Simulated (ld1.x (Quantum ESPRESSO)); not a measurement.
# Configuration tests for Ti (RRKJ)

ld1.x (Quantum ESPRESSO) 7.5 input, shortened:

```
&input
   title='Ti', zed=22., rel=1, dft='PZ', iswitch=3,
   config='[Ar] 3d2 4s0 4p0 4f-2'
 /
 &inputp
   pseudotype=2, tm=.false., rho0=0.005, lloc=-1, rcloc=0.80,
   nlcc=.true., new_core_ps=.true.
 /
4
3S  1  0   2.00   0.00  1.65  1.65  0.0
3P  2  1   6.00   0.00  1.05  1.05  0.0
3D  3  2   2.00   0.00  1.75  1.75  0.0
4F  4  3  -2.00  -0.15  1.75  1.75  0.0
 &test
   configts(1)='3s2 3p6 3d2 4s0 4p0'
 /
```

Energies are relative to the spin-unpolarised reference configuration 3s2 3p6 3d2 4s0 4p0; without spin polarisation the order of configurations can differ from experiment. Spin-polarised rows fill each open shell by Hund’s rule, majority spin first.

```tsv
valence configuration	charge	ΔE all-electron (eV)	error AE − PS (meV)
3s2 3p6 3d2 4s2 4p0	0	-21.336	-70
3s2 3p6 3d2 4s1 4p0	+1	-13.800	-47
3s2 3p6 3d2 4s0 4p2	0	-14.901	+19
3s2 3p6 3d2 4s1 4p1	0	-18.199	-30
3s1 3p6 3d2 4s2 4p0	+1	47.971	-123
3s2 3p6 3d1 4s2 4p0	+1	-11.356	-44
3s2 3p6 3d2 4s2 4p0 (spin-polarised)	0	-22.006	-28
```

(1) What are ΔE and the potential's error for 3s2 3p6 3d2 4s0 4p0 (spin-polarised)?

(2) What are ΔE and the potential's error for 3s2 3p6 3d1 4s0 4p0?

Answers

(1) ΔE = -0.793 eV all-electron; the error (AE − PS) is +50 meV.

(2) ΔE = 27.190 eV all-electron; the error (AE − PS) is +81 meV.
